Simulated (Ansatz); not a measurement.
A geometry relaxed with B3LYP-D3(BJ)/def2-SVP (Ansatz, an electronic-structure program), charge 0, multiplicity 1:

```xyz
7

S      1.7875    -0.7365    -0.7575
H      2.6478    -0.1468     0.1050
H     -0.4729     1.4859    -0.8130
H      0.3576     0.8220     1.4922
Ge    -0.0077     0.3182     0.0809
H     -2.5959    -0.3382    -0.2911
S     -1.6482    -1.2132     0.1188
```

**Question.** Write the SMILES of this molecule.

**Answer.** `[SH][GeH2][SH]`
